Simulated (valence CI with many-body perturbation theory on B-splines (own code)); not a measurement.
**La⁵⁰⁺: what the settings do**

Calculated by valence CI with perturbative core correlation (CI+MBPT): five valence electrons over a frozen Dirac-Fock core [He], a basis of 6 s, 6 p, 5 d, 3 f, 1 g functions for each j, with the one-electron correlation potential Σ1, the two-electron term Σ2, the three-electron term Σ3, Breit, model QED; selected CI, second order for the rest, scaled by the run's own slope (own B-spline code, finite nucleus).

No measured spectrum was set against this ion. As an estimate, large intervals hold to a few tenths of a per cent, small ones and those within an open d or f shell to about a per cent. Among the levels kept, up to 2000 cm⁻¹ of a level comes from second order outside the variational space, and about a tenth of that is noise between levels of different J, which matters for small intervals.

The reference run has the lowest level (2s^2 2p1/2^2 2p3/2) J=3/2 and an ionisation energy of 9436.68 eV. Its largest variational space holds 10000 state functions.

Levels are named by their leading jj configuration (3d3/2^4 stands for four electrons in 3d with j = 3/2), which in mixed levels can hold well under half, so a name can repeat and another be missing. Letters in brackets count levels of one name in rising energy.

Changed runs:
A. lowest core n in screening and Σ2 1 → 2
B. cutoff of virtual states (hartree) 6498 → 10080
C. logarithmic knot step 0.27 → 0.2
D. start configuration 2s2 2p3 → 2s2 2p4 (bad on purpose)

Excitation energies of the reference run in cm⁻¹, and shifts in cm⁻¹:

| Level | Reference | B | C |
| --- | --- | --- | --- |
| (2s^2 2p1/2 2p3/2^2) J=3/2 | 3339520 | +49 | +12 |
| (2s^2 2p1/2 2p3/2^2) J=5/2 | 3507250 | +48 | +12 |
| (2s^2 2p1/2 2p3/2^2) J=1/2 | 3782090 | +49 | +12 |
| (2s 2p1/2^2 2p3/2^2) J=5/2 | 5235860 | +63 | -21 |
| (2s 2p1/2^2 2p3/2^2) J=1/2 | 5833250 | +63 | -20 |
| (2s 2p1/2^2 2p3/2^2) J=3/2 | 5845820 | +64 | -20 |
| (2s^2 2p3/2^3) J=3/2 | 7131750 | +98 | +24 |
| (2s 2p1/2 2p3/2^3) J=3/2 [a] | 8744610 | +111 | -8.2 |
| (2s 2p1/2 2p3/2^3) J=5/2 | 9020210 | +111 | -8.6 |
| (2s 2p1/2 2p3/2^3) J=1/2 | 9347130 | +113 | -7.8 |
| (2s 2p1/2 2p3/2^3) J=3/2 [b] | 9434490 | +112 | -8.2 |
| (2p1/2^2 2p3/2^3) J=3/2 | 11529800 | +125 | -42 |
| Ionisation energy (eV) | 9436.68 | +0.0065 | +0.0015 |

Run A: It gave no result: the setting left no core shell for the response of the core. The program said: "need at least one array to concatenate".

Run D: It gave no result: the electrons of core and valence do not add up to the charge. The program said: "core and valence hold 8 electrons, the ion has 7".
